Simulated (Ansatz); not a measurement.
Basis sets compared for ZrHF3. Charge 0, multiplicity 1. Geometry PBE0-D4/def2-TZVP. Ansatz on 2 threads of Intel Xeon Platinum 8259CL on a shared host; times are rough, and most runs start from earlier orbitals.

```csv
atom,x (Å),y (Å),z (Å)
Zr1,-0.0068,0.0266,0.0289
H2,0.3072,-1.2060,-1.3080
F3,-0.4043,-0.9522,1.5955
F4,-1.4684,1.0844,-0.5323
F5,1.5723,1.0472,0.2160
```

In the def2 sets Zr takes a core potential, while STO-3G treats all electrons; there is no spin–orbit coupling.

STO-3G and 6-31G are all-electron sets without relativity, so their totals don't compare with the def2 sets.

Binding counts from free atoms (Zr triplet, H doublet, F doublet) in the same basis, without a counterpoise term.

| level | functions | energy (Eh) | HOMO (eV) | LUMO (eV) | binding per atom (eV) | wall time |
| --- | --- | --- | --- | --- | --- | --- |
| HF/STO-3G | 43 | -3798.2026 | -9.59 | 6.70 | – | 0.55 s |
| HF/def2-TZVP | 139 | -345.8068 | -12.47 | 1.43 | 3.42 | 1.1 s |
| PBE-D4/def2-SVP | 78 | -346.9212 | -7.51 | -2.55 | – | 1.4 s |
| PBE-D4/def2-TZVP | 139 | -347.2989 | -7.64 | -2.70 | – | 2 s |
| r2SCAN-D4/def2-TZVP (with forces) | 139 | -347.4679 | -8.00 | -2.51 | – | 4.4 s |
| PBE0-D4/def2-SVP | 78 | -346.8848 | -8.99 | -1.69 | 4.72 | 1.4 s |
| PBE0-D4/def2-TZVP | 139 | -347.2619 | -9.06 | -1.79 | 4.63 | 2.4 s |

Question: Estimate the rows for PBE-D4/def2-TZVPD, r2SCAN-D4/def2-TZVPD, PBE0-D4/def2-TZVPD.

Answer: 
```csv
level,functions,energy (Eh),HOMO (eV),LUMO (eV),binding per atom (eV),wall time
PBE-D4/def2-TZVPD,169,-347.3019,-7.64,-2.72,–,2.4 s
r2SCAN-D4/def2-TZVPD,169,-347.4710,-7.98,-2.50,–,3.9 s
PBE0-D4/def2-TZVPD,169,-347.2650,-9.05,-1.80,4.63,3.3 s
```
